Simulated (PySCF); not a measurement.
Isomers of C6H13PS, mass 148.048 u with the commonest isotopes. The calculation used PBE0-D3(BJ)/def2-SVP geometry optimisation, gas phase in PySCF. One conformer each, none proved a minimum here; rigid rotors.

Problem. Order these by rotational constant A, smallest first.
A. `[CH3:1][C@@H:2]1[CH2:3][CH2:4][P@@H:5](=[S:6])[C@@H:7]1[CH3:8]` with C1–C2–C3–C4 -75°, C2–C3–C4–P5 -33°, C3–C4–P5–S6 -119°, C4–P5–C7–C8 152°
B. `[CH3:1][CH2:2][P:3]1[CH2:4][CH2:5][S:6][CH2:7][CH2:8]1` with C1–C2–P3–C4 -175°, C2–P3–C4–C5 163°, P3–C4–C5–S6 -69°, C4–C5–S6–C7 60°, C5–S6–C7–C8 -60°
C. `[CH2:1]=[CH:2][P@@:3]([CH3:4])(=[S:5])[CH:6]([CH3:7])[CH3:8]` with C1–C2–P3–C4 -126°, C2–P3–C6–C7 -64°

Solution. C (1605 MHz), A (2277 MHz), B (2976 MHz).

Problem. Order these by dipole moment, smallest first.
A. `[CH2:1]=[CH:2][P@@:3]([CH3:4])(=[S:5])[CH:6]([CH3:7])[CH3:8]` with C1–C2–P3–C4 -126°, C2–P3–C6–C7 -64°
B. `[CH3:1][C@@H:2]1[CH2:3][CH2:4][P@@H:5](=[S:6])[C@@H:7]1[CH3:8]` with C1–C2–C3–C4 -75°, C2–C3–C4–P5 -33°, C3–C4–P5–S6 -119°, C4–P5–C7–C8 152°
C. `[CH3:1][CH2:2][P:3]1[CH2:4][CH2:5][S:6][CH2:7][CH2:8]1` with C1–C2–P3–C4 -175°, C2–P3–C4–C5 163°, P3–C4–C5–S6 -69°, C4–C5–S6–C7 60°, C5–S6–C7–C8 -60°

Solution. C (1.41 D), A (4.35 D), B (4.90 D).

Problem. Order these by rotational constant B, largest first.
A. `[CH3:1][CH2:2][P:3]1[CH2:4][CH2:5][S:6][CH2:7][CH2:8]1` with C1–C2–P3–C4 -175°, C2–P3–C4–C5 163°, P3–C4–C5–S6 -69°, C4–C5–S6–C7 60°, C5–S6–C7–C8 -60°
B. `[CH3:1][C@@H:2]1[CH2:3][CH2:4][P@@H:5](=[S:6])[C@@H:7]1[CH3:8]` with C1–C2–C3–C4 -75°, C2–C3–C4–P5 -33°, C3–C4–P5–S6 -119°, C4–P5–C7–C8 152°
C. `[CH2:1]=[CH:2][P@@:3]([CH3:4])(=[S:5])[CH:6]([CH3:7])[CH3:8]` with C1–C2–P3–C4 -126°, C2–P3–C6–C7 -64°

Solution. C (1173 MHz), B (1085 MHz), A (861.2 MHz).

```csv
SMILES,point group,Ia (u·Å²),Ib (u·Å²),Ic (u·Å²),κ,μa (D),μb (D),μc (D)
C=C[P@@](C)(=S)C(C)C,C1,314.87,430.91,466.81,-0.65,0.77,2.76,3.27
C[C@@H]1CC[P@@H](=S)[C@@H]1C,C1,221.93,465.88,597.71,-0.67,4.86,0.45,0.39
CCP1CCSCC1,C1,169.80,586.86,689.38,-0.89,1.34,0.17,0.42
```
